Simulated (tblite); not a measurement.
Compound: C₄H₁₃FN₂Si₂.
Atom-mapped SMILES: `[NH2:1][Si@@H:2]([SiH3:3])[N:4]1[CH2:5][CH2:6][C@H:7]([F:8])[CH2:9]1` (hydrogens: H10, H11 on N1; H12 on Si2; H13, H14, H15 on Si3; H16, H17 on C5; H18, H19 on C6; H20 on C7; H21, H22 on C9)

Computed geometry: GFN2-xTB, gas phase.

Q: What internal coordinates does the optimisation give?

A: 
```tsv
bond	length (Å)
N1–Si2	1.730
Si2–Si3	2.311
Si2–N4	1.737
N4–C5	1.445
C5–C6	1.541
C6–C7	1.532
C7–F8	1.384
C7–C9	1.536
N4–C9	1.439
N1–H10, N1–H11	1.007
Si2–H12	1.481
Si3–H13, Si3–H14, Si3–H15	1.469
C5–H16	1.098
C5–H17	1.087
C6–H18	1.090
C6–H19	1.088
C7–H20	1.094
C9–H21	1.088
C9–H22	1.098
```

Bonds in one row agree within 0.01 Å and their mean is given. A selection of angles:
```tsv
angle	degrees
N1–Si2–Si3	106.1
N1–Si2–N4	100.7
Si3–Si2–N4	120.0
Si2–N4–C5	120.2
Si2–N4–C9	119.6
C5–N4–C9	104.2
N4–C5–C6	105.5
C5–C6–C7	103.7
C6–C7–F8	110.2
C6–C7–C9	104.3
F8–C7–C9	109.6
N4–C9–C7	105.5
H10–N1–Si2	117.8
H11–N1–Si2	118.1
```

Torsions: N1–Si2–N4–C5 -56° (synclinal); Si2–N4–C5–C6 -97° (anticlinal); N4–C5–C6–C7 -24° (synperiplanar); C5–C6–C7–F8 118° (anticlinal); C6–C7–C9–N4 24° (synperiplanar); Si2–N4–C9–C7 98° (anticlinal).

Si2 (SiH silicon) is distorted tetrahedral (angles from 100.1° to 120.0°). Of the pairs four or more bonds apart, N1···H17 is among the closest relative to their van der Waals radii: 2.64 Å, 96 % of the sum of Bondi's values. N1 (silicon-bound nitrogen) is pyramidal (angles 118.1°, 117.8° and 109.6°, sum 345.4°, 0.26 Å off the plane of its three neighbours). N4 (silicon-bound nitrogen) is pyramidal (angles 120.2°, 119.6° and 104.2°, sum 344.0°, 0.36 Å off the plane of its three neighbours). Si3 (SiH3 silicon) is distorted tetrahedral (angles from 105.3° to 114.0°). The 5-membered ring N4–C5–C6–C7–C9 has internal angles of 103.7° to 105.5° (sum 523°, against 540° for a flat polygon); it is puckered, 0.17 Å rms from its mean plane, widest ring torsion 40°.

Point group: C1 (no symmetry element, even within 0.4 Å). Its GFN2-xTB frequencies are all real (lowest 25 cm⁻¹). The numbers are those of one conformer (H–N1–Si2–Si3 54° and -171°, N1–Si2–N4–C5 -56°, Si2–N4–C5–C6 -97°, N4–C5–C6–C7 -24°, C5–C6–C7–F8 118°, C6–C7–C9–N4 24°). 3 starts were optimised and ended at 0.00, 2.33 and 3.12 kcal/mol (GFN2-xTB); the lowest of these is shown.
